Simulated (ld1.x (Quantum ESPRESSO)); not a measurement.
## Before and after: TM potential for selenium (Se)

selenium (Se), norm-conserving Troullier–Martins (Kleinman–Bylander form), made with ld1.x (Quantum ESPRESSO) 7.5 (PBEsol, scalar-relativistic). Core [Ar] 3d10, reference 4s2 4p4. Waves: 4s (bound): rc 1.30 bohr; 4p (bound): rc 1.65 bohr. Local part: all-electron potential smoothed inside 1.45 bohr (lloc = -2). Core correction: a·sin(br)/r model core inside 0.70 bohr.

Change: wave 4p (bound): rc 1.65 bohr becomes 4p (bound): rc 2.48 bohr.

Cutoffs: the cutoffs (Ry, on a coarse ladder) from which the occupation-weighted sum of valence levels, in a spherical-Bessel basis at the reference potential, stays within 10 and 1 mRy of its value at 400 Ry; they do not see the model core or the augmentation charge, which bear on the density cutoff. Errors are all-electron minus pseudo energies relative to the spin-unpolarised reference configuration.

**Question.** How do hardness, ghosts and transferability respond?

**Answer.** The potential gets neither clearly harder nor softer (40 Ry and 90 Ry → 40 Ry and 90 Ry); the s channel sets the loose cutoff, while the largest relative change is in p, which becomes softer; of the 7 tests that both files solve, the error grows in 4 and shrinks in 2 by more than 15 % and 0.3 meV (median size 7.1 → 13.0 meV); neither file shows a bound ghost.

```csv
quantity,base,changed
"cutoff, loose",40 Ry,40 Ry
"cutoff, tight",90 Ry,90 Ry
loose cutoff by channel (10 mRy a level),"s 35 Ry, p 8 Ry","s 35 Ry, p 6 Ry"
bound ghosts,none,none
"error for 4s2 4p3, meV [ΔE 10.85 eV]",-0.7,-1.2
"error for 4s2 4p2, meV [ΔE 31.22 eV]",-3.8,-13
"error for 4s2 4p1, meV [ΔE 62.12 eV]",-25,-74
"error for 4s1 4p5, meV [ΔE 10.89 eV]",-7.1,+3.3
"error for 4s2 4p0, meV [ΔE 104.33 eV]",-102,-273
"error for 4s2 4p4.3, meV [ΔE -1.59 eV]",+0.3,+0.4
"error for 4s0 4p6, meV [ΔE 21.98 eV]",-28,+16
```
